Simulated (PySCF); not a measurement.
```xyz
7

S     -0.8462    -1.5476    -0.6586
Al     0.2823     0.1657     0.0975
S     -0.6420     2.0072     0.8209
S      2.4600     0.0674     0.1472
H     -2.0440    -0.9760    -0.4462
H     -1.8921     1.5857     0.5633
H      2.4838    -1.1845    -0.3440
```

Charge 0, multiplicity 1.

Give the Mulliken and meta-Löwdin atomic charges from TPSSh-D3(BJ)/def2-TZVP run with PySCF 2.14.0.


```json
[
 {"atom": "S1", "Mulliken (e)": "-0.32", "meta-Löwdin (e)": "-0.33"},
 {"atom": "Al2", "Mulliken (e)": "0.48", "meta-Löwdin (e)": "0.64"},
 {"atom": "S3", "Mulliken (e)": "-0.31", "meta-Löwdin (e)": "-0.32"},
 {"atom": "S4", "Mulliken (e)": "-0.32", "meta-Löwdin (e)": "-0.32"},
 {"atom": "H5", "Mulliken (e)": "0.15", "meta-Löwdin (e)": "0.11"},
 {"atom": "H6", "Mulliken (e)": "0.15", "meta-Löwdin (e)": "0.11"},
 {"atom": "H7", "Mulliken (e)": "0.16", "meta-Löwdin (e)": "0.11"}
]
```
